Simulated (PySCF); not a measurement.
Match the barriers

Saddle point of BH4SBr, singlet (BH₃S ([BH2][SH]) + HBr → BH₂Br ([BH2][Br]) + H₂S (still joined by a long B–S bond); bonds formed: B1–Br6, S2–H5; bonds broken: H5–Br6; bonds weakened to dative contacts: B1–S2), PBE0-D4/def2-TZVP structure:

B1  (-0.590, -0.332, -0.390)
S2  (1.246, 0.069, -0.699)
H3  (-0.797, -1.498, -0.496)
H4  (-1.383, 0.503, -0.679)
H5  (0.832, -0.004, 1.008)
Br6  (-0.462, -0.147, 1.954)
H7  (1.154, 1.410, -0.698)
(Å)

PySCF 2.14 with density fitting (its default auxiliary sets; JK sets also for MP2 and CCSD(T)); basis: def2-TZVPP, with def2-QZVPP for the basis limit; cores frozen in the correlated methods. Filled d shells of the heavier atoms are correlated. The def2 sets are not built for correlating such inner shells, so the correlated values are less sure here. Extrapolation: Hartree–Fock as exp(−7.88 √X), correlation as X^−2.97. Four methods, as single points on the PBE0-D4 structures, gave these electronic barriers from the start structure: 6.94, 9.42, 12.89, 30.22 kcal/mol.

Q: The methods were, in alphabetical order, HF, MP2, PBE-D4, r2SCAN-D4. Which gave which? (A judgement: the text doesn't fix the answer.)

A: The calculation gives: PBE-D4 6.94; r2SCAN-D4 9.42; MP2 12.89; HF 30.22 kcal/mol. For comparison, CCSD(T) at an estimated basis limit (MP2 extrapolated from triple and quadruple zeta, plus CCSD(T) − MP2 in triple zeta) gives 14.20 kcal/mol.

T1 diagnostic: at most 0.011.

Labels in which every atom is bracketed show which atoms are joined, not bond orders.

For scale, one of the runs: CCSD(T)/def2-TZVPP, 177 basis functions, launched by `OMP_NUM_THREADS=4 python run.py`. Time: 6.3 min of wall clock on 4 CPU threads of an Arm Neoverse V1; the host was shared. Peak host memory: 1.9 GiB.
